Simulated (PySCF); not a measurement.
C4H11N2PSi: core ionisation energies

Compound: C₄H₁₁N₂PSi.
Geometry (PBE0-D3(BJ)/def2-SVP, Å), atoms numbered from 1 in this order:
```xyz
19
C4H11N2PSi angstrom
C     -1.3660   -1.6432    0.3692
N     -1.1930   -0.3186   -0.1827
C     -2.4035    0.3600   -0.5668
P      0.3243    0.3575   -0.3326
N      1.3880   -0.6520    0.1624
Si     3.0868   -0.6361    0.3087
C      0.3373    2.1117   -0.3116
C      0.4337    1.6052   -1.5596
H     -1.9914   -1.6108    1.2798
H     -1.8581   -2.3113   -0.3604
H     -0.3834   -2.0569    0.6254
H     -2.9452   -0.2038   -1.3479
H     -3.0841    0.4786    0.2959
H     -2.1877    1.3601   -0.9638
H      3.5631   -1.9726    0.7820
H      3.7932   -0.3474   -0.9878
H      3.5864    0.3854    1.2929
H      0.3261    3.1006    0.1578
H      0.5414    1.9888   -2.5792
```

The calculation used delta-SCF UKS SCAN, pcX-2 on the ionised atom, pcseg-1 elsewhere, spin-free X2C (PySCF). These are vertical core ionisation energies against the vacuum level, from separate self-consistent calculations with and without the core hole.

**Question.** Give the core binding energies atom by atom.

**Answer.** 
```csv
atom(s),bonded to,level,binding energy (eV),2p1/2 (eV),above the level's lowest (eV),count
Si6,N and 3 H,Si 2p3/2,106.12,106.75,0.00,1
P4,"N (double bond), N and 2 C",P 2p3/2,137.98,138.86,0.00,1
C7/C8,"C (double bond), H and P",C 1s,290.71,–,0.00,2
C1/C3,N and 3 H,C 1s,291.42,–,+0.71,2
N5,P (double bond) and Si,N 1s,402.43,–,0.00,1
N2,2 C and P,N 1s,405.00,–,+2.57,1
Si6,N and 3 H,Si 1s,1846.04,–,0.00,1
P4,"N (double bond), N and 2 C",P 1s,2152.11,–,0.00,1
```

Lowest listed C 1s: C7/C8, bonded to C (double bond), H and P. Highest, 0.71 eV above it: C1/C3, bonded to N and 3 H. Summing the Pauling electronegativity differences to the bonded atoms, each weighted by its formal bond order, gives -0.71 for the lowest site and -0.56 for the highest.

The listed N 1s values span 2.57 eV, from N5 (bonded to P (double bond) and Si) to N2 (bonded to 2 C and P).

**Question.** Express the binding energy of C 1s of C1/C3 in atomic units and per mole.

**Answer.** 291.42 eV = 10.7095 Eh = 28118 kJ/mol.

One atom of each set of topologically equivalent atoms was ionised and stands for the set; in this conformer not all members are related by symmetry, and their own values weren't computed. The 2p values aren't plain energy differences: one relaxed spin-free 2p hole is combined with a matrix within the shell (ground-state 2p orbital-energy differences and spin–orbit coupling). 2p3/2, the mean of its two sublevels, lies a third of the splitting below the shell's mean and 2p1/2 two thirds above it; the statistical areas are 2:1. 2p1/2 minus 2p3/2 (ligand field included): P 0.89 eV, Si 0.62 eV. The structure is a single PBE0-D3(BJ)/def2-SVP conformer in the gas phase; no vibrational or solvent corrections.

Hardware: an AMD EPYC 7R13 with one thread (shared host). Cost: 1.7 min wall, 0.72 GiB resident at most.
